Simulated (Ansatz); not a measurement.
The cluster B₆P₆. Charge 0, multiplicity 1. Geometry PBE-D4/def2-SVP; atoms count from 1.

```xyz
12

B     0.611   -1.432    1.397
B    -1.050    0.447    0.209
B     0.998    0.459   -0.314
B    -0.255   -0.569   -1.068
B    -0.340    0.932   -1.459
B     0.302    1.925   -0.053
P    -1.280   -1.163    1.371
P    -0.539   -2.373   -0.468
P    -1.550    2.261    0.589
P     2.201   -0.544    0.770
P    -0.639    2.833   -1.449
P     1.539   -2.777    0.475
```

The structure comes from a short search, and lower isomers may exist.

Q: Estimate the Mulliken populations from the PBE0/def2-TZVP orbitals of Ansatz.

A: 
| atom | charge (e) |
| --- | --- |
| B1 | 0.09 |
| B2 | -0.07 |
| B3 | -0.09 |
| B4 | 0.11 |
| B5 | 0.23 |
| B6 | 0.02 |
| P7 | -0.06 |
| P8 | -0.02 |
| P9 | -0.02 |
| P10 | -0.08 |
| P11 | -0.03 |
| P12 | -0.07 |
Mulliken values depend strongly on the basis.

Q: And the Mayer bond orders between heavy atoms (over 0.3)?

A: B1–P7 1.05 (1.91 Å); B1–P10 1.00 (1.93 Å); B1–P12 1.10 (1.88 Å); B2–B4 0.57 (1.82 Å); B2–B5 0.46 (1.88 Å); B2–B6 0.33 (2.02 Å); B2–P7 0.88 (2.00 Å); B2–P9 1.02 (1.92 Å); B3–B4 0.66 (1.79 Å); B3–B5 0.53 (1.82 Å); B3–B6 0.95 (1.64 Å); B3–P10 1.01 (1.90 Å); B4–B5 1.02 (1.55 Å); B4–P8 0.93 (1.92 Å); B5–B6 0.31 (1.84 Å); B5–P11 0.93 (1.92 Å); B6–P9 0.83 (1.99 Å); B6–P11 0.94 (1.91 Å); P7–P8 0.92 (2.32 Å); P8–P12 0.90 (2.32 Å); P9–P11 0.99 (2.30 Å); P10–P12 0.88 (2.35 Å).
